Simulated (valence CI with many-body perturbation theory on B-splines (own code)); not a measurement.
## Level structure of Te XX

Computed by relativistic CI+MBPT: five valence electrons over a frozen Dirac-Fock core [Ar] 3d10, a basis of 9 s, 9 p, 8 d, 6 f, 3 g, 1 h functions for each j, with the one-electron correlation potential Σ1 (screened to all orders), the two-electron term Σ2, the three-electron term Σ3, Breit, model QED; selected single and double excitations, second order for the rest (own B-spline code, finite nucleus).

No measured spectrum was set against this ion. As an estimate, levels hold to about 250 cm⁻¹ or 0.2 % of their energy and the worst to 1 %, as in measured heavy ions of charge 2 to 7; those with d or f electrons hold less well. Among the levels kept, up to 300 cm⁻¹ of a level comes from second order outside the variational space, and about a tenth of that is noise between levels of different J, which matters for small intervals.

Levels 1 to 45 of 47, with energies above the lowest level, 4s²4p³ ⁴S°_3/2. "Leading %" is the weight of the configuration and term that name the level; weights of strongly mixed levels are sums over their largest components and can fall short. In the jj column 3d3/2^4 stands for four electrons in 3d with j = 3/2.

| No. | Configuration | Term | J | E (cm⁻¹) | Leading % | Leading jj | Second component |
| --- | --- | --- | --- | --- | --- | --- | --- |
| 1 | 4s²4p³ | ⁴S° | 3/2 | 0 | 45 | 4s^2 4p1/2^2 4p3/2 (92 %) | 34 % 4s²4p³ ²P° |
| 2 | 4s²4p³ | ²D° | 3/2 | 84642 | 52 | 4s^2 4p1/2 4p3/2^2 (93 %) | 42 % 4s²4p³ ⁴S° |
| 3 | 4s²4p³ | ²D° | 5/2 | 107440 | 98 | 4s^2 4p1/2 4p3/2^2 (98 %) |  |
| 4 | 4s²4p³ | ²P° | 1/2 | 138460 | 98 | 4s^2 4p1/2 4p3/2^2 (98 %) |  |
| 5 | 4s²4p³ | ²P° | 3/2 | 223150 | 59 | 4s^2 4p3/2^3 (95 %) | 27 % 4s²4p³ ²D° |
| 6 | 4s4p⁴ | ⁴P | 5/2 | 452320 | 81 | 4s 4p1/2^2 4p3/2^2 (88 %) | 12 % 4s4p⁴ ²D |
| 7 | 4s4p⁴ | ⁴P | 3/2 | 505090 | 59 | 4s 4p1/2^2 4p3/2^2 (57 %) | 20 % 4s4p⁴ ²D |
| 8 | 4s4p⁴ | ⁴P | 1/2 | 510330 | 63 | 4s 4p1/2^2 4p3/2^2 (71 %) | 29 % 4s4p⁴ ²S |
| 9 | 4s4p⁴ | ²D | 3/2 | 567330 | 43 | 4s 4p1/2 4p3/2^3 (67 %) | 32 % 4s4p⁴ ⁴P |
| 10 | 4s4p⁴ | ²D | 5/2 | 593900 | 73 | 4s 4p1/2 4p3/2^3 (82 %) | 13 % 4s4p⁴ ⁴P |
| 11 | 4s²4p²4d | ⁴F | 3/2 | 633720 | 32 | 4s^2 4p1/2^2 4d3/2 (66 %) | 16 % 4s4p⁴ ²D |
| 12 | 4s4p⁴ | ²P | 1/2 | 634310 | 37 | 4s 4p1/2 4p3/2^3 (55 %) | 28 % 4s4p⁴ ²S |
| 13 | 4s4p⁴ | ²P | 3/2 | 650270 | 45 | 4s 4p1/2 4p3/2^3 (42 %) | 28 % 4s²4p²4d ⁴F |
| 14 | 4s²4p²4d | ⁴F | 5/2 | 667370 | 40 | 4s^2 4p1/2^2 4d5/2 (73 %) | 29 % 4s²4p²4d ⁴D |
| 15 | 4s²4p²4d | ²F | 5/2 | 710810 | 58 | 4s^2 4p1/2 4p3/2 4d3/2 (89 %) | 34 % 4s²4p²4d ⁴F |
| 16 | 4s²4p²4d | ⁴D | 1/2 | 715520 | 69 | 4s^2 4p1/2 4p3/2 4d3/2 (78 %) | 10 % 4s²4p²4d ²P |
| 17 | 4s²4p²4d | ⁴F | 7/2 | 724830 | 73 | 4s^2 4p1/2 4p3/2 4d3/2 (49 %) | 16 % 4s²4p²4d ²G |
| 18 | 4s²4p²4d | ⁴D | 3/2 | 727870 | 51 | 4s^2 4p1/2 4p3/2 4d3/2 (72 %) | 24 % 4s²4p²4d ⁴F |
| 19 | 4s²4p²4d | ⁴D | 7/2 | 731050 | 47 | 4s^2 4p1/2 4p3/2 4d5/2 (69 %) | 42 % 4s²4p²4d ²F |
| 20 | 4s4p⁴ | ²P | 1/2 | 747280 | 36 | 4s 4p3/2^4 (52 %) | 23 % 4s4p⁴ ²S |
| 21 | 4s²4p²4d | ⁴F | 9/2 | 751020 | 60 | 4s^2 4p1/2 4p3/2 4d5/2 (90 %) | 38 % 4s²4p²4d ²G |
| 22 | 4s²4p²4d | ⁴D | 5/2 | 760210 | 36 | 4s^2 4p1/2 4p3/2 4d5/2 (74 %) | 28 % 4s²4p²4d ²F |
| 23 | 4s²4p²4d | ²P | 3/2 | 771770 | 46 | 4s^2 4p1/2 4p3/2 4d5/2 (64 %) | 21 % 4s²4p²4d ⁴D |
| 24 | 4s²4p²4d | ²G | 7/2 | 795840 | 58 | 4s^2 4p1/2 4p3/2 4d5/2 (50 %) | 16 % 4s²4p²4d ⁴F |
| 25 | 4s²4p²4d | ⁴P | 5/2 | 798770 | 52 | 4s^2 4p1/2 4p3/2 4d5/2 (41 %) | 19 % 4s²4p²4d ²D |
| 26 | 4s²4p²4d | ⁴P | 3/2 | 805310 | 46 | 4s^2 4p1/2 4p3/2 4d3/2 (57 %) | 31 % 4s²4p²4d ²P |
| 27 | 4s²4p²4d | ⁴P | 1/2 | 807000 | 46 | 4s^2 4p1/2 4p3/2 4d3/2 (78 %) | 24 % 4s²4p²4d ²S |
| 28 | 4s²4p²4d | ²D | 3/2 | 828180 | 74 | 4s^2 4p1/2 4p3/2 4d5/2 (58 %) | 8 % 4s²4p²4d ⁴P |
| 29 | 4s²4p²4d | ²F | 7/2 | 842130 | 49 | 4s^2 4p3/2^2 4d5/2 (95 %) | 35 % 4s²4p²4d ⁴D |
| 30 | 4s²4p²4d | ²D | 5/2 | 843820 | 63 | 4s^2 4p1/2 4p3/2 4d5/2 (46 %) | 30 % 4s²4p²4d ²F |
| 31 | 4s²4p²4d | ²P | 1/2 | 849450 | 53 | 4s^2 4p1/2 4p3/2 4d5/2 (45 %) | 16 % 4s4p⁴ ²P |
| 32 | 4s²4p²4d | ²G | 9/2 | 853560 | 60 | 4s^2 4p3/2^2 4d5/2 (90 %) | 38 % 4s²4p²4d ⁴F |
| 33 | 4s²4p²4d | ²P | 1/2 | 874190 | 69 | 4s^2 4p3/2^2 4d3/2 (39 %) | 14 % 4s²4p²4d ⁴P |
| 34 | 4s²4p²4d | ²D | 3/2 | 884660 | 51 | 4s^2 4p3/2^2 4d3/2 (77 %) | 22 % 4s²4p²4d ⁴P |
| 35 | 4s²4p²4d | ²D | 5/2 | 891430 | 38 | 4s^2 4p3/2^2 4d3/2 (56 %) | 29 % 4s²4p²4d ²F |
| 36 | 4s²4p²4d | ²D | 5/2 | 914310 | 85 | 4s^2 4p3/2^2 4d5/2 (91 %) | 8 % 4s²4p²4d ⁴D |
| 37 | 4s²4p²4d | ²F | 7/2 | 919880 | 86 | 4s^2 4p3/2^2 4d3/2 (66 %) | 8 % 4s²4p²4d ²G |
| 38 | 4s²4p²4d | ²P | 3/2 | 932120 | 55 | 4s^2 4p3/2^2 4d5/2 (40 %) | 26 % 4s²4p²4d ²D |
| 39 | 4s²4p²4d | ²S | 1/2 | 934350 | 47 | 4s^2 4p3/2^2 4d5/2 (43 %) | 21 % 4s²4p²4d ⁴P |
| 40 | 4s²4p²4d | ²D | 3/2 | 966300 | 77 | 4s^2 4p3/2^2 4d5/2 (50 %) | 10 % 4s²4p²4d ²P |
| 41 | 4s²4p²4d | ²D | 5/2 | 979030 | 56 | 4s^2 4p3/2^2 4d5/2 (76 %) | 35 % 4s²4p²4d ²F |
| 42 | 4p⁵ | ²P° | 3/2 | 1011900 | 72 | 4p1/2^2 4p3/2^3 (72 %) | 21 % 4s4p³4d ²P° |
| 43 | 4s4p³4d | ⁶D° | 1/2 | 1049900 | 79 | 4s 4p1/2^2 4p3/2 4d3/2 (62 %) | 15 % 4s4p³4d ⁴P° |
| 44 | 4s4p³4d | ⁶D° | 5/2 | 1051900 | 68 | 4s 4p1/2^2 4p3/2 4d3/2 (60 %) | 10 % 4s4p³4d ⁴D° |
| 45 | 4s4p³4d | ⁶D° | 3/2 | 1052300 | 77 | 4s 4p1/2^2 4p3/2 4d3/2 (57 %) | 9 % 4s4p³4d ⁴P° |

Names give the largest LS component (configuration and term), which can be under half, so a name can repeat, a term be missing and a line seem to break the LS rules; names also repeat where a configuration has a term twice.

The ionisation energy to 4s²4p² ³P0 of the next ion comes out as 556.26 eV (NIST: 555 ± 4 eV (theoretical)). All 47 levels together are meant to be complete up to 1097400 cm⁻¹.
